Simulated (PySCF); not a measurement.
Stepwise substitution at one centre (Al H-CH3). All species are isolated molecules in the gas phase. Strings in code marks are SMILES.

Quantity: vertical ionisation energy (energy after one electron is removed minus that of the parent at the parent's geometry), in eV.

Case: `[AlH3]`. Geometry of `[AlH3]` (neutral, multiplicity 1, Å):

```xyz
4

Al    -0.0001     0.0001     0.0000
H      1.5712    -0.1022     0.0002
H     -0.8744    -1.3096     0.0003
H     -0.6972     1.4121    -0.0006
```

Task: Predict the vertical ionisation energy (energy after one electron is removed minus that of the parent at the parent's geometry) from M06-2X/def2-TZVP (PySCF).

Result: 11.28 eV.
